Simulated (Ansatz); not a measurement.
aminoborane (BH₄N), SMILES BN.

The structure is a stationary point at B3LYP-D3(BJ)/def2-TZVP.

Two levels are set side by side: PBE/def2-TZVPD (Ansatz, an electronic-structure program) and ωB97X-V/def2-TZVPD (Ansatz). Energy differences of separate SCF runs at the same geometry; the states with an electron removed or added have multiplicity 2 and 2. Differences are taken from unrounded values.

```
quantity                           ωB97X-V
---------------------------------  -------
vertical ionisation energy (eV)      11.36
vertical singlet–triplet gap (eV)     6.57
```

**Question.** What does PBE give, and how far is it from ωB97X-V? (An estimate is asked for; the answer gives what the named calculation found.)

**Answer.** 
```tsv
quantity	PBE	PBE minus ωB97X-V
vertical ionisation energy (eV)	11.24	-0.13
vertical singlet–triplet gap (eV)	6.01	-0.56
```
